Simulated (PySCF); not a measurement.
C4H9B.
SMILES with atom numbers: `[BH2:1][CH:2]1[CH2:3][CH2:4][CH2:5]1` (hydrogens: H6, H7 on B1; H8 on C2; H9, H10 on C3; H11, H12 on C4; H13, H14 on C5)

Level: wB97X-D/def2-SVPD in PySCF, non-relativistic, on one gas-phase PBE0-D3(BJ)/def2-SVP geometry that isn't relaxed in the solvent. The solvent is an IEF-PCM continuum (cavity from Bondi-type radii × 1.2). The model holds no explicit solvent molecules, cavitation or dispersion.

Gas phase at wB97X-D/def2-SVPD: HOMO -10.05 eV, LUMO 0.67 eV, dipole 0.73 D.

Q: What does the continuum do to the energy, the frontier levels and the dipole at wB97X-D/def2-SVPD in cyclohexane and chloroform?

A: 
```json
{"solvent": "cyclohexane", "ε": "2.017", "E(solvent) − E(gas) (kcal/mol)": "-0.38", "polarisation term (kcal/mol)": "-0.39", "distortion of the solute (kcal/mol)": "0.01", "HOMO (eV)": "-9.99", "LUMO (eV)": "0.71", "dipole (D)": "0.80"}
{"solvent": "chloroform", "ε": "4.711", "E(solvent) − E(gas) (kcal/mol)": "-0.70", "polarisation term (kcal/mol)": "-0.75", "distortion of the solute (kcal/mol)": "0.05", "HOMO (eV)": "-9.95", "LUMO (eV)": "0.74", "dipole (D)": "0.86"}
```

The first energy column is the sum of the next two and covers electrostatics alone. From cyclohexane to chloroform the lowering changes by a factor 1.85, Onsager's factor (ε − 1)/(2ε + 1) by 1.76 and ε itself by 2.3.

Q: How does the static polarisability (wB97X-D/def2-SVPD, frozen core, with the continuum's full static response) change?

A: 
| medium | isotropic (au) | principal values (au) | ⟨r²⟩ of the electrons (bohr²) |
| --- | --- | --- | --- |
| gas | 61.0 | 52.3, 61.5, 69.4 | 436.9 |
| cyclohexane | 68.1 | 58.5, 69.0, 76.8 | 437.0 |
| chloroform | 74.8 | 65.1, 76.2, 83.1 | 437.1 |

The isotropic value in chloroform is 1.23 times the gas-phase one; no cavity-field correction is applied. ⟨r²⟩ is taken about the centre of nuclear charge.

wB97X-D is run here without its empirical dispersion term; that term would change no orbital, density or response property at a fixed geometry.
